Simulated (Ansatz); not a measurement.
Compare A (`C=C/N=C\[SeH]`) with its isomer B (`C[Se]CC#N`).

Isolated molecules relaxed with PBE0-D4/def2-TZVP in Ansatz; ΔE leaves out vibrations. CBS: MP2 limit from def2 TZ/QZ plus the TZ coupled-cluster correction, frozen cores. DFT in def2-TZVPP. B3LYP here is the variant with VWN-RPA as its local correlation; programs differ in this. For Se outer-core shells are correlated without core-valence functions, which leaves a few kJ/mol of doubt a bond. Scalar relativity is left out up to krypton. Each species was taken in one conformer, which may not be the lowest.

(1) Which isomer does CCSD(T)/CBS put lower? Give the gap. (Estimate.)

(2) Give E(B) − E(A) in kcal/mol with r2SCAN-D4, PBE0-D4, B3LYP, HF/def2-TZVPP, PBE-D4, B2PLYP, CCSD(T)/def2-TZVPP. (Best estimate.)

Largest T1 diagnostic: 0.013.

Results:

(1) Computed: B, by 21.2 kcal/mol.

(2) The calculation gave: r2SCAN-D4 -16.1, PBE0-D4 -17.4, B3LYP -17.9, HF/def2-TZVPP -25.7, PBE-D4 -14.5, B2PLYP -21.1, CCSD(T)/def2-TZVPP -22.6. None reverses the order clearly.

From PBE to PBE0 (25 % exact exchange), in def2-TZVPP and without D4, E(B) − E(A) moves by −2.8 kcal/mol. The D4 term adds +0.7 kcal/mol with B3LYP and +0.3 kcal/mol with PBE0; it sums over pairs of atoms, weighted by their polarisabilities, and B3LYP, whose exchange is more repulsive, gets the larger term.
